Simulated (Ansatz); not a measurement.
BO, SMILES [B]=O, multiplicity 2.

Geometry: B3LYP-D3(BJ)/def2-TZVPD.

Two levels are set side by side: PBE/def2-TZVPD (Ansatz, a first-principles code) and ωB97X-V/def2-TZVPD (Ansatz). Energy differences of separate SCF runs at the same geometry; the states with an electron removed or added have multiplicity 1 and 1. Differences are taken from unrounded values.

```
quantity                         ωB97X-V
-------------------------------  -------
vertical ionisation energy (eV)    13.12
vertical electron affinity (eV)     2.56
```

Problem. What does PBE give, and how far is it from ωB97X-V? (The exact figures need the calculation; the answer reports its results.)

Solution. 
```
quantity                           PBE  PBE minus ωB97X-V
-------------------------------  -----  -----------------
vertical ionisation energy (eV)  12.97              -0.15
vertical electron affinity (eV)   2.36              -0.20
```
